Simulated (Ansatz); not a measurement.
The same path of AlCl₂H₆NSi (11 atoms, charge 0, multiplicity 1) was run twice with different band settings. Lost on the way: Al1–Si2, H5–N6. Made: Si2–H5.

These are results of RKS PBE0-D4/def2-SVP in Ansatz, not measurements.

Relaxed end points:

```xyz
11
Properties=species:S:1:pos:R:3
Al -0.630 -0.449 -0.525
Si 1.053 -1.279 1.031
Cl -0.296 -0.775 -2.614
Cl -2.679 -0.573 0.081
H 0.030 1.971 0.284
N -0.456 1.584 -0.528
H 2.445 -0.904 0.605
H 0.869 -0.690 2.403
H 1.023 -2.768 1.184
H 0.035 1.892 -1.371
H -1.395 1.990 -0.550
```

```xyz
11
Properties=species:S:1:pos:R:3
Al -0.914 0.145 -0.858
Si 1.201 -1.070 1.227
Cl 0.227 -1.044 -2.178
Cl -2.398 -0.778 0.319
H 0.497 0.124 0.610
N -0.951 1.888 -1.087
H 2.596 -1.038 0.715
H 1.154 -0.827 2.696
H 0.500 -2.323 0.862
H -0.357 2.398 -1.731
H -1.554 2.524 -0.577
```

Common settings: climbing image yes; spring 5.0 eV/Å²; optimiser quadratic models (default); start path through a guess of the saddle point; force threshold 0.05 eV/Å; iteration limit 60; end points relaxed.

| run | movable images |
| --- | --- |
| 1 | 5 |
| 2 | 3 |

**Question.** What does each run give, and how far can it be trusted?

**Answer.** Run 1: converged after 8 iterations, highest image 1.804 eV above the first end. Neighbouring images differ by up to 1.2 eV, so the band resolves the path poorly. A vibrational analysis at the climbing image gives one clearly imaginary mode, 1242i cm⁻¹: a first-order saddle point.
Run 2: converged after 10 iterations, highest image 1.803 eV above the first end. Neighbouring images differ by up to 1.5 eV, so the band resolves the path poorly. Another band between the same ends (5 images) ends at a top of the same energy, where a vibrational analysis finds 1 clearly imaginary mode. So few images can step over the top or miss a turn of the path.
The orbitals stay closed-shell, which can raise the energy where a bond breaks towards radicals; this wasn't checked here.
